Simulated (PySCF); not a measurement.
## ZrS₂⁻: breathing scan

All numbers come from UPBE0/[Zr def2-SVPD with ECP28, S def2-SVPD], scalar-relativistic core potentials, density fitting, no spin–orbit coupling, PySCF.

Rigid scan from the doublet minimum (Zr–S 2.264 Å (×2); S–Zr–S 117.4°). Coordinate: all bonds to the central atom scaled together. Energies in kJ/mol from the minimum.

```
scale of all bonds to the centre  E (kJ/mol)  dipole size (D, about the centre of mass)  ⟨S²⟩
                            0.88       226.6                                       2.69  0.75
                            0.92        89.0                                       3.15  0.75
                            0.96        19.7                                       3.66  0.75
                            1.00         0.0                                       4.21  0.76
                            1.04        15.6                                       4.79  0.76
                            1.08        55.5                                       5.40  0.76
                            1.14       143.2                                       6.36  0.78
                            1.22       283.6                                       7.61  0.88
                            1.35       506.5                                       8.02  1.50
```

Spin contamination is strong at 1.35, so these points are less reliable.

Open d and f shells are described by one determinant, and the ground state may have another occupation or spin.

Other isomers or separated fragments may lie lower.
